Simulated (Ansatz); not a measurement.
Mg5O7H4⁻, a hydroxylated oxide cluster. The state is a doublet with charge -1. Geometry PBE-D4/def2-SVP; atoms count from 1.

```xyz
16

Mg   -0.507    1.339   -0.397
Mg   -1.405   -1.334   -0.280
Mg    1.259   -0.782    0.325
Mg   -2.132    0.502    1.710
Mg   -3.116    0.715   -0.802
O     0.382   -2.372   -0.442
O     3.072    0.078    0.995
O    -0.327   -0.113    1.121
O    -3.126   -0.781    0.537
O     1.532    1.058   -0.719
O    -1.427    0.106   -1.669
O    -2.187    2.024    0.406
H     0.598   -2.777   -1.301
H     2.920    0.489    1.872
H     2.712    0.779    0.314
H     1.752    1.069   -1.670
```

Single mean-field runs in def2-TZVP are fitted with def2-universal-jkfit. The highest occupied level of the relaxed charge -1 doublet lies above zero (up to 0.65 eV). By energy differences its removal costs 0.30 eV (each at its own geometry, to the charge 0 singlet, at PBE0-D4/def2-TZVP); self-interaction error and the lack of diffuse functions both raise the level.

**Question.** Estimate the Mulliken populations from the PBE0/def2-TZVP orbitals of Ansatz.

**Answer.** 
```csv
atom,charge (e),spin (α − β)
Mg1,1.13,-0.08
Mg2,1.27,-0.19
Mg3,0.53,0.36
Mg4,0.33,0.66
Mg5,0.65,0.31
O6,-0.86,-0.01
O7,-0.64,-0.01
O8,-1.03,-0.01
O9,-0.94,-0.03
O10,-0.90,-0.01
O11,-0.94,-0.01
O12,-0.93,-0.03
H13,0.30,0.01
H14,0.33,0.02
H15,0.37,0.00
H16,0.32,0.01
```
Mulliken values and Mayer orders depend strongly on the basis.

**Question.** Where does the spin sit?

**Answer.** Summed by element: Mg 1.07, O -0.10, H 0.03, of 1 unpaired in all. Largest on single atoms: Mg4 0.66, Mg3 0.36, Mg5 0.31.

**Question.** And the Mayer bond orders between bonded heavy atoms (over 0.3)?

**Answer.** Mg1–O11 0.58 (2.00 Å); Mg1–O12 0.58 (1.98 Å); Mg2–O9 0.58 (1.98 Å); Mg2–O11 0.56 (2.00 Å); Mg3–O6 0.51 (1.97 Å); Mg3–O8 0.80 (1.90 Å); Mg4–Mg5 0.34 (2.71 Å); Mg4–O8 0.45 (2.00 Å); Mg4–O9 0.56 (2.00 Å); Mg4–O12 0.55 (2.01 Å); Mg5–O9 0.56 (2.01 Å); Mg5–O11 0.57 (1.99 Å); Mg5–O12 0.57 (2.01 Å). Values over 0.3 also appear between atoms too far apart for a bond (Mg3–Mg4 0.42 at 3.88 Å); they arise where an orbital or an unpaired electron spreads over both atoms.
